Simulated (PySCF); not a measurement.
Computed IR spectrum (relative IR intensity) of a molecule CH5FO2Si. The structure is a stationary point at PBE0-D3(BJ)/def2-SVP. Other conformers were not sampled. Level of theory: PySCF with PBE0-D3(BJ)/def2-SVP. Frequencies are harmonic and unscaled.

Lines under 2 % of the strongest are left out, and lines within 2 cm⁻¹ are merged.

```csv
ν (cm⁻¹),relative intensity
144,8.0
209,19
313,22
359,20
392,23
739,29
785,8.4
842,16
885,73
916,100
995,79
1177,32
1181,9.0
1232,93
1478,4.9
2342,42
3028,23
3113,11
3149,8.5
3933,47
```

### Question
Which structure fits?
(A) O[SiH](O)CF
(B) C[Si](O)(O)F
(C) CO[SiH](O)F
(D) OC[Si@H](O)F

### Answer
C, CO[SiH](O)F
